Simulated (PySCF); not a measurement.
SMILES COC([O])=O (C₂H₃O₃), doublet at its B3LYP/def2-SVP optimised geometry (Å):

```
8

C     -0.3276    -0.1584     0.0000
O     -0.7713    -0.8736    -1.1644
C     -1.5182    -0.2444    -2.0521
O     -1.9112    -0.8718    -3.0725
O     -1.8832     0.9421    -1.9792
H     -0.7025     0.8736     0.0000
H      0.7713    -0.1584     0.0000
H     -0.6980    -0.6927     0.8859
```

Method: PySCF 2.14.0 with unrestricted B3LYP/def2-TZVP.

Map of the electrostatic potential (hartree/e), clipped to [-0.08, 0.12] on the plane z = 1.0 Å:

```
|00000000000000000000000000000|
|00000000011111111110000000000|
|00000000111111111111110000000|
|00000011111111111111111100000|
|00000111112222111111111110000|
|00000111222222221111111111000|
|00001112223332222211111111100|
|00001112233333322222111111110|
|00011122334444332222211111111|
|00011122344554433322222111111|
|00111122345665544333222211111|
|00111223345677765433322211111|
|01111223456899976544332221111|
|01111223469999997654432221111|
|01112234699999998654433221111|
|11112235999999997654433221111|
|11112347999999997554432221111|
|11112348999999985443332221111|
|11112348999999964333322211111|
|01112346999999853322222111111|
|01112235899999543222221111111|
|01111223568875432222111111110|
|00111122344443322211111111100|
|00011112223322221111111111000|
|00001111122222111111111100000|
|00000111111111111111110000000|
|00000001111111111110000000000|
|00000000000010000000000000000|
|00000000000000000000000000000|
```
Scale: ten equal steps from 0.003 (start of '0') to 0.120 (end of '9'), in the order '0123456789'; x runs from -3.00 to 3.00, y from -3.00 (bottom) to 3.00 (top).
